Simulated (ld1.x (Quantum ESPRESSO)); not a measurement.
# Transferability test, TM potential for N

- Element: nitrogen (N)
- Generator: ld1.x (Quantum ESPRESSO) 7.5
- Type: norm-conserving Troullier–Martins (Kleinman–Bylander form)
- Functional: PBE
- Relativity: scalar-relativistic
- Frozen core: [He]
- Valence charge: 5
- Reference configuration: 2s2 2p0 (charge +3)
- Partial waves: 2s (bound): rc 0.80 bohr; 2p (bound, empty): rc 2.10 bohr
- Local potential: all-electron potential smoothed inside 1.35 bohr (lloc = -1)
- Core correction: Bessel-smoothed model core inside 0.70 bohr

Energies are relative to the spin-unpolarised reference configuration 2s2 2p0; without spin polarisation the order of configurations can differ from experiment.

```tsv
valence configuration	charge	ΔE all-electron (eV)	error AE − PS (meV)
2s2 2p3	0	-89.528	+1976
2s2 2p2	+1	-75.936	+1378
2s2 2p1	+2	-47.082	+509
2s2 2p3.3	-0.3	-91.147	+2062
2s2 2p2.5	+0.5	-84.434	+1733
2s1 2p0	+4	77.819	+91
```

Question: What are ΔE and the potential's error for 2s1 2p4?

Answer: ΔE = -78.020 eV all-electron; the error (AE − PS) is +2600 meV.
